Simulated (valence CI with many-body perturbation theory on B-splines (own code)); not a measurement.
## Os³⁶⁺: M1 decay

Calculated by relativistic CI+MBPT: four valence electrons over a frozen Dirac-Fock core [Kr], radial functions for each j: 9 s, 9 p, 10 d, 8 f, 5 g, 3 h, 1 i, with the one-electron correlation potential Σ1, the two-electron term Σ2, the three-electron term Σ3, Breit, model QED; selected CI, second order for the rest (own B-spline code, finite nucleus).

No measured spectrum was set against this ion. As an estimate, large intervals hold to a few tenths of a per cent, small ones and those within an open d or f shell to about a per cent. Only levels of the ground parity were solved; by the run's estimate the other parity begins above the list, which can be wrong where configurations are misplaced.

Lines 1 to 50 of 120 in falling wavelength, among levels below 103.161 eV, chosen from the decays that carry over 1 % of a level's rate. Wavelengths and rates use the calculated energies. Weak lines are less certain than strong ones. Lines between different terms over intervals too small for the method are left out, as are lines whose strength nearly cancels. The highest levels of a list are the least certain. Branching is blank where the lifetime is uncertain.

Levels are named by their leading jj configuration (3d3/2^4 stands for four electrons in 3d with j = 3/2), which in mixed levels can hold well under half, so a name can repeat and another be missing. Letters in brackets count levels of one name in rising energy.

```tsv
λ vac (nm)	Upper	Lower	Type	A (s⁻¹)	Branch %
861.8	(4d3/2^2 4d5/2^2) J=6	(4d3/2^2 4d5/2^2) J=5	M1	1.16e+01	62.7
860.9	(4d3/2^3 4d5/2) J=3	(4d3/2^3 4d5/2) J=2	M1	2.25e+01	42.5
671.8	(4d3/2^3 4d5/2) J=3	(4d3/2^3 4d5/2) J=4	M1	3.04e+01	57.4
241.2	(4d3/2^2 4d5/2^2) J=1	(4d3/2^2 4d5/2^2) J=0 [a]	M1	8.66e+02	1.1
238.6	(4d3/2^2 4d5/2^2) J=4 [b]	(4d3/2^2 4d5/2^2) J=3 [a]	M1	4.99e+02	3.1
224.2	(4d3/2^3 4d5/2) J=2	(4d3/2^3 4d5/2) J=1	M1	1.66e+03	97.5
199.4	(4d3/2^2 4d5/2^2) J=2 [d]	(4d3/2^2 4d5/2^2) J=2 [c]	M1	1.04e+03	11.4
178.3	(4d3/2^2 4d5/2^2) J=2 [b]	(4d3/2^2 4d5/2^2) J=2 [a]	M1	9.74e+02	4.3
169.8	(4d3/2^2 4d5/2^2) J=4 [c]	(4d3/2^2 4d5/2^2) J=3 [b]	M1	5.34e+02	1.6
157.8	(4d3/2 4d5/2^3) J=0	(4d3/2 4d5/2^3) J=1 [a]	M1	1.99e+03	2.4
120.1	(4d3/2^2 4d5/2^2) J=4 [c]	(4d3/2^2 4d5/2^2) J=5	M1	3.40e+02	1.0
117.1	(4d3/2 4d5/2^3) J=3 [b]	(4d3/2^2 4d5/2^2) J=2 [d]	M1	1.52e+03	1.3
115.0	(4d3/2 4d5/2^3) J=1 [b]	(4d3/2^2 4d5/2^2) J=0 [b]	M1	5.20e+03	3.6
111.1	(4d3/2^2 4d5/2^2) J=2 [d]	(4d3/2^2 4d5/2^2) J=2 [b]	M1	9.18e+02	10.0
104.6	(4d3/2^2 4d5/2^2) J=2 [d]	(4d3/2^2 4d5/2^2) J=3 [b]	M1	3.39e+02	3.7
104.2	(4d3/2^2 4d5/2^2) J=2 [c]	(4d3/2^2 4d5/2^2) J=2 [a]	M1	1.47e+03	1.3
96.94	(4d3/2^2 4d5/2^2) J=4 [c]	(4d3/2^2 4d5/2^2) J=4 [a]	M1	3.92e+03	11.9
91.74	(4d3/2^2 4d5/2^2) J=2 [d]	(4d3/2^2 4d5/2^2) J=1	M1	2.18e+02	2.4
89.52	(4d3/2 4d5/2^3) J=2 [b]	(4d3/2 4d5/2^3) J=3 [a]	M1	2.76e+03	2.6
81.71	(4d3/2^2 4d5/2^2) J=4 [a]	(4d3/2^3 4d5/2) J=3	M1	7.86e+03	11.1
79.00	(4d3/2^2 4d5/2^2) J=3 [a]	(4d3/2^3 4d5/2) J=3	M1	4.07e+04	57.3
78.40	(4d3/2 4d5/2^3) J=3 [a]	(4d3/2^2 4d5/2^2) J=4 [b]	M1	6.34e+03	3.3
78.24	(4d3/2^2 4d5/2^2) J=2 [a]	(4d3/2^3 4d5/2) J=2	M1	2.19e+04	17.0
77.55	(4d3/2 4d5/2^3) J=2 [a]	(4d3/2^2 4d5/2^2) J=2 [c]	M1	6.54e+03	4.1
77.36	(4d3/2 4d5/2^3) J=1 [b]	(4d3/2^2 4d5/2^2) J=2 [d]	M1	2.32e+04	16.2
77.10	(4d3/2 4d5/2^3) J=3 [c]	(4d3/2^2 4d5/2^2) J=2 [d]	M1	6.39e+03	6.6
75.43	(4d5/2^4) J=2	(4d3/2 4d5/2^3) J=3 [c]	M1	1.13e+04	4.3
73.78	(4d3/2 4d5/2^3) J=3 [b]	(4d3/2^2 4d5/2^2) J=2 [c]	M1	1.83e+03	1.6
73.69	(4d3/2^2 4d5/2^2) J=2 [d]	(4d3/2^2 4d5/2^2) J=3 [a]	M1	9.15e+02	10.0
72.85	(4d3/2^2 4d5/2^2) J=4 [a]	(4d3/2^3 4d5/2) J=4	M1	6.29e+04	88.9
72.36	(4d3/2^2 4d5/2^2) J=3 [a]	(4d3/2^3 4d5/2) J=2	M1	3.03e+04	42.6
72.21	(4d3/2^3 4d5/2) J=1	(4d3/2^4) J=0	M1	6.88e+04	100.0
71.71	(4d3/2 4d5/2^3) J=1 [a]	(4d3/2^2 4d5/2^2) J=2 [b]	M1	8.67e+03	3.6
69.39	(4d5/2^4) J=4	(4d3/2 4d5/2^3) J=3 [b]	M1	9.05e+03	3.5
68.75	(4d3/2 4d5/2^3) J=2 [b]	(4d3/2^2 4d5/2^2) J=2 [d]	M1	4.72e+03	4.5
68.46	(4d3/2^2 4d5/2^2) J=2 [d]	(4d3/2^2 4d5/2^2) J=2 [a]	M1	1.94e+02	2.1
67.75	(4d3/2 4d5/2^3) J=5	(4d3/2^2 4d5/2^2) J=4 [b]	M1	3.29e+04	35.6
66.10	(4d3/2 4d5/2^3) J=4 [a]	(4d3/2^2 4d5/2^2) J=5	M1	7.66e+03	4.6
66.08	(4d3/2^2 4d5/2^2) J=0 [b]	(4d3/2^2 4d5/2^2) J=1	M1	3.03e+04	
63.61	(4d3/2^2 4d5/2^2) J=5	(4d3/2^3 4d5/2) J=4	M1	3.73e+04	99.8
63.10	(4d3/2 4d5/2^3) J=1 [a]	(4d3/2^2 4d5/2^2) J=1	M1	4.48e+04	18.4
61.67	(4d3/2 4d5/2^3) J=5	(4d3/2^2 4d5/2^2) J=6	M1	1.80e+04	19.5
60.65	(4d3/2^2 4d5/2^2) J=1	(4d3/2^3 4d5/2) J=2	M1	7.75e+04	97.7
60.12	(4d3/2 4d5/2^3) J=6	(4d3/2^2 4d5/2^2) J=6	M1	3.62e+04	45.2
60.09	(4d3/2 4d5/2^3) J=3 [c]	(4d3/2^2 4d5/2^2) J=4 [c]	M1	4.31e+04	44.9
60.01	(4d3/2^2 4d5/2^2) J=3 [b]	(4d3/2^3 4d5/2) J=3	M1	9.17e+03	
59.88	(4d3/2 4d5/2^3) J=4 [a]	(4d3/2^2 4d5/2^2) J=3 [a]	M1	4.04e+04	24.2
59.51	(4d3/2^2 4d5/2^2) J=0 [a]	(4d3/2^3 4d5/2) J=1	M1	1.94e+05	100.0
59.35	(4d3/2^2 4d5/2^2) J=4 [b]	(4d3/2^3 4d5/2) J=3	M1	1.49e+04	92.8
59.25	(4d3/2 4d5/2^3) J=2 [a]	(4d3/2^2 4d5/2^2) J=2 [b]	M1	3.73e+04	23.4
```
